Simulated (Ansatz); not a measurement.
Z-matrix (Å, degrees):
```
Al
C 1 1.9619
H 2 1.0923 1 113.26
H 2 1.0943 3 107.96 1 -124.04
H 2 1.0959 3 107.26 4 -113.90
C 1 1.9619 2 120.13 3 -170.61
H 6 1.0921 1 113.41 2 3.70
H 6 1.0950 7 107.75 1 -123.38
H 6 1.0954 7 107.54 8 -113.84
C 1 1.9619 2 120.00 3 9.52
H 10 1.0922 1 113.28 2 169.19
H 10 1.0943 11 107.97 1 124.07
H 10 1.0959 11 107.24 12 113.89
```
Charge 0, multiplicity 1.

Computed with frozen-core CCSD(T)/cc-pVTZ // B3LYP-D3(BJ)/def2-TZVP run with Ansatz (a program for electronic structure).

The HF energy comes out as -360.82905 Ha. The MP2 correlation energy is -0.62505 Ha.

**Question.** Estimate the CCSD correlation energy, the (T) correction, the total energy and the T1 diagnostic.

**Answer.** 
CCSD correlation energy: -0.67599 Ha
(T) correction: -0.02502 Ha
CCSD(T) total energy: -361.53006 Ha
T1 diagnostic: 0.009
